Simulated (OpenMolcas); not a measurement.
## Multiplet structure of Cu5+

```yaml
Program: OpenMolcas 26.06
Method: "SS-CASPT2, IPEA 0.25 Eh, imaginary shift 0.1 Eh (closed shells correlated: 3s 3p)"
Basis: ANO-RCC-VTZP [6s5p3d2f1g]
Scalar_Hamiltonian: DKH2, point nucleus
Active_space: 6 electrons in 5 orbitals (3d)
State_averaging: 2S+1 = 5 even, 5 roots; 2S+1 = 3 even, 45 roots kept (CI in the orbitals of an earlier block); 2S+1 = 1 even, 50 roots kept (CI in the orbitals of an earlier block)
Spin-orbit_coupling: state interaction with AMFI integrals over the reference wave functions, term energies averaged over their components
```

Spin-free terms above the lowest, with the occupations of the reference:

| Configuration | Term | E (eV) | Occupations |
| --- | --- | --- | --- |
| 3d⁶ | ⁵D | 0.0000 | 3d 6.00 |
| 3d⁶ | ³P(1) | 3.738 | 3d 6.00 |
| 3d⁶ | ³H | 3.816 | 3d 6.00 |
| 3d⁶ | ³F(1) | 4.073 | 3d 6.00 |
| 3d⁶ | ³G | 4.642 | 3d 6.00 |
| 3d⁶ | ¹I | 5.773 | 3d 6.00 |
| 3d⁶ | ³D | 5.782 | 3d 6.00 |
| 3d⁶ | ¹G(1) | 5.888 | 3d 6.00 |
| 3d⁶ | ¹S(1) | 6.617 | 3d 6.00 |
| 3d⁶ | ¹D(1) | 6.802 | 3d 6.00 |
| 3d⁶ | ¹F | 8.090 | 3d 6.00 |
| 3d⁶ | ³P(2) | 9.569 | 3d 6.00 |
| 3d⁶ | ³F(2) | 9.627 | 3d 6.00 |
| 3d⁶ | ¹G(2) | 10.961 | 3d 6.00 |
| 3d⁶ | ¹D(2) | 14.690 | 3d 6.00 |
| 3d⁶ | ¹S(2) | 18.895 | 3d 6.00 |

With spin-orbit coupling, above the lowest level:

```csv
Configuration,Term,J,E (eV),Measured (eV),g,Term weight %
3d⁶,⁵D,4,0.0000,0.0000,1.500,100
3d⁶,⁵D,3,0.1423,0.1483,1.501,100
3d⁶,⁵D,2,0.2374,0.2463,1.501,100
3d⁶,⁵D,1,0.298,0.3087,1.501,99
3d⁶,⁵D,0,0.327,0.3389,,99
3d⁶,³P(1),2,3.684,3.6309,1.499,99
3d⁶,³H,6,3.886,3.7713,1.166,99
3d⁶,³H,5,3.947,3.8447,1.041,96
3d⁶,³H,4,3.972,3.8792,0.871,80
3d⁶,³P(1),1,4.101,4.0524,1.498,99
3d⁶,³F(1),4,4.147,4.0612,1.174,81
3d⁶,³F(1),3,4.208,4.1282,1.068,95
3d⁶,³P(1),0,4.254,4.1991,,97
3d⁶,³F(1),2,4.261,4.1832,0.668,99
3d⁶,³G,5,4.747,4.6343,1.193,96
3d⁶,³G,4,4.876,4.7695,1.055,92
3d⁶,³G,3,4.922,4.8239,0.766,95
3d⁶,³D,2,5.899,5.7918,1.165,97
3d⁶,³D,1,5.906,5.8084,0.503,100
3d⁶,¹I,6,5.938,5.7536,1.001,99
3d⁶,³D,3,5.947,5.8420,1.333,99
3d⁶,¹G(1),4,6.094,5.9031,1.001,97
3d⁶,¹S(1),0,6.815,6.6687,,97
3d⁶,¹D(1),2,6.991,6.7878,1.004,97
3d⁶,¹F,3,8.226,8.0550,1.002,98
3d⁶,³P(2),0,9.463,9.2631,,99
3d⁶,³P(2),1,9.592,9.3948,1.501,100
3d⁶,³F(2),2,9.776,9.5648,0.667,100
3d⁶,³F(2),4,9.784,9.5745,1.249,99
3d⁶,³F(2),3,9.812,9.6048,1.082,98
3d⁶,³P(2),2,9.864,9.6595,1.499,100
3d⁶,¹G(2),4,11.127,10.8493,1.002,99
3d⁶,¹D(2),2,14.846,14.5166,1.000,100
3d⁶,¹S(2),0,19.055,,,100
```

Against the 32 measured excited levels shown (Sugar and Musgrove, J. Phys. Chem. Ref. Data 19, 527 (1990)) the mean absolute deviation is 1000 cm-1; the largest miss in energy is 3d⁶ ¹D₂(2): computed 14.846, measured 14.5166 eV (+2.3 %), and the largest in proportion 3d⁶ ⁵D₃ (-4.0 %).

Spin-orbit coupling puts the lowest level 0.1515 eV below the lowest spin-free term.

For ⁵D the intervals divided by the larger J are -237.4, -243.8, -255.6, -287.0 cm-1. Landé's interval rule makes them equal in pure LS coupling; they differ by 19 % of their mean. The multiplet is inverted.

CASPT2 does not keep the components of a term degenerate, so their means are used; among the terms shown or strongly mixed into the levels shown the widest spread is 300 cm-1 (3d⁶ ¹F). Terms from blocks run as CI alone lack orbitals of their own. The CASPT2 spread within a term exceeds the gap to the next term for 3d⁶ ¹I and 3d⁶ ³D, so the order of their levels is uncertain. Computed and measured levels are paired by configuration, term and J; levels that our copy of the source lacks, or whose pairing is in doubt (as where it misses far off the trend of its configuration), stay unpaired and out of the deviations. Levels of configurations outside the active space are missing.

The term weight is that of the spin-free term in the level, not the purity of its configuration. A number in round brackets counts repeated terms of one configuration in the order of the reference energies.
